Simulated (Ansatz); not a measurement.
Reactions of CH6GeOSn (`O=[CH][SnH2][GeH3]`).

Calculated with Ansatz (gas phase, PBE0-D4/def2-TZVP geometries, no zero-point term in ΔE). CCSD(T)/CBS adds triple-zeta CCSD(T) − MP2 to the extrapolated MP2 energy (def2 sets, frozen cores). This one scheme is used for every species, atoms too. For atomizations the MP2-based limit and the directly extrapolated one differ by several kJ/mol either way, and by 10 to 25 for some Ge, Se and Sn compounds, so smaller differences from it don't rank the levels. No spin–orbit coupling; open shells (•) take unrestricted orbitals. Spin–orbit coupling would lower the free atoms: a little for C, O; clearly for Ge; strongly for Sn. def2 core potentials past Kr. Bonds to Ge, Sn are less sure, by a few kJ/mol each and by 10 to 20 or more in all where they break to atoms, as the def2 sets lack core-valence functions. Scalar relativity is left out up to krypton. Each species was taken in one conformer, which may not be the lowest.

Problem. Order these by ΔE at CCSD(T)/CBS, lowest first. (Estimate.)
A. `O=[CH][SnH2][GeH3]` + `OC[SiH2]Cl` → `O=COC[SiH2]Cl` + `[GeH3][SnH3]`
B. `O=[CH][SnH2][GeH3]` + H₂O → `O=[CH][SnH2][OH]` + GeH₄
C. `O=[CH][SnH2][GeH3]` + `[SnH4]` → `[GeH3][SnH3]` + `O=[CH][SnH3]`
D. `O=[CH][SnH2][GeH3]` + H₂ → `[GeH3][SnH3]` + `C=O`
E. `O=[CH][SnH2][GeH3]` + `NC1=C[SiH2]1` → `[GeH3][NH]C1=C[SiH2]1` + `O=[CH][SnH3]`
F. `O=[CH][SnH2][GeH3]` + `CCC#N` → `C[CH]([GeH3])C#N` + `O=[CH][SnH3]`
G. `O=[CH][SnH2][GeH3]` → C• + Ge• + 6 H• + O• + Sn•

Solution. A (-69.8 kJ/mol), D (-42.5 kJ/mol), C (+2.7 kJ/mol), B (+32.9 kJ/mol), E (+42.3 kJ/mol), F (+68.8 kJ/mol), G (+2988.7 kJ/mol).

Largest T1 diagnostic: 0.016, for `O=[CH][SnH3]`.
